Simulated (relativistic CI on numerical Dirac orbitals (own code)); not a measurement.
**d1 to d9 in one octahedral field**

Computed with a parametric ligand-field model without spin-orbit coupling, by exact diagonalisation: B = 910, C = 4290, 10Dq = 10300 cm⁻¹ (Oh; |10Dq|/B = 11.3) for every shell. Energies in cm⁻¹; the field energy is (0.6 n_e − 0.4 n_t2) × 10Dq of the ground term; g labels are left out.

```tsv
Shell	Ground term	Electrons in e	Field energy	First spin-allowed bands	Lowest term of other spin
d1	2T2	0.000	-4120	2E 10300	
d2	3T1	0.069	-7524	3T2 9062, 3A2 19362	1T2 14572
d3	4A2	0.000	-12360	4T2 10300, 4T1 16714	2E 19058
d4	?	?	?	?	?
d5	6A1	2.000	0	none	4T1 23286
d6	5T2	2.000	-4120	5E 10300	3T1 13323
d7	4T1	2.069	-7524	4T2 9062, 4A2 19362	2E 9407
d8	3A2	2.000	-12360	3T2 10300, 3T1 16714	1E 15408
d9	2E	3.000	-6180	2T2 10300
```

Question: Fill in the row of d4.

Answer: Ground term: 5E; Electrons in e: 1.000; Field energy: -6180; First spin-allowed bands: 5T2 10300; Lowest term of other spin: 3T1 14011. Every shell keeps the spin of the free ion. Only d4 to d7 can choose; the field needed to pair spins is smallest for d6 and largest for d5, which loses most exchange energy. In the strong-field picture 10Dq must exceed about 6B + 5C = 26910 (d4), 7.5B + 5C = 28275 (d5), 2.5B + 4C = 19435 (d6) and 4B + 4C = 20800 (d7); mixing of terms shifts these bounds somewhat. High-spin d^(n+5) repeats the spin-allowed bands of d^n, since the half-filled shell is spherical.
